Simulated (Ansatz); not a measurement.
Ansatz (an electronic-structure program) input:

Ansatz 0.2 input:
```yaml
crystal:
  periodic: [false, false, false]
  atoms:
    - {symbol: Al, position_ang: [0.26089531, 0.21329292, 0.23677331]}
    - {symbol: O, position_ang: [1.18655868, -0.44770898, -0.94995563]}
    - {symbol: F, position_ang: [-1.43156761, 0.08987376, 0.50239912]}
basis:
  gaussian:
    orbitals: def2-TZVPD
hamiltonian:
  xc: {name: PBE-QIDH}
total_charge: -1
magnetization: {spin_polarized: true, initial_magnetization: 1}
correlation: {electrons: outside_noble_gas}
```

Question: Which total energy does the run end on?

Answer: -417.29485 Eh (PBE-QIDH/def2-TZVPD). The basis has 123 functions.
